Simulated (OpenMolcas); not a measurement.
A calculation on B⁺.

```yaml
Program: OpenMolcas 26.06
Method: "SS-CASPT2, IPEA 0.25 Eh, imaginary shift 0.1 Eh (closed shells correlated: 1s)"
Basis: ANO-RCC-VTZP [4s3p2d1f]
Scalar_Hamiltonian: DKH2, point nucleus
Active_space: 2 electrons in 8 orbitals (2s 2p 3s 3p)
State_averaging: 2S+1 = 3 even, 3 roots; 2S+1 = 1 even, 7 roots; 2S+1 = 3 odd, 3 roots; 2S+1 = 1 odd, 3 roots
Spin-orbit_coupling: state interaction with AMFI integrals over the reference wave functions, term energies averaged over their components
```

Task: Which level of the active space comes out lowest?

Result: 2s2 1S0, with 100 % of that term; it is also the measured ground level.

Task: How high does 2p2 3P2 lie?

Result: 99276 cm-1 above the lowest level; measured 98933 cm-1 above the ground level, so the calculation is off by 0 %.

Task: How high does 2s 2p 1P* 1 lie?

Result: 75456 cm-1 above the lowest level; measured 73397 cm-1 above the ground level, so the calculation is off by +3 %.

Task: How high does 2p2 3P1 lie?

Result: 99261 cm-1 above the lowest level; measured 98920 cm-1 above the ground level, so the calculation is off by 0 %.

Measured values: NIST Handbook of Basic Atomic Spectroscopic Data.

Active for correlation alone: 3p 3s; no level in the range computed is led by a configuration that fills them, so any true level of that kind is missing. Computed and measured levels are paired by configuration, term and J; levels that our copy of the source lacks, or whose pairing is in doubt (as where it misses far off the trend of its configuration), stay unpaired and out of the deviations. Only configurations of the active space appear.

* marks odd parity.
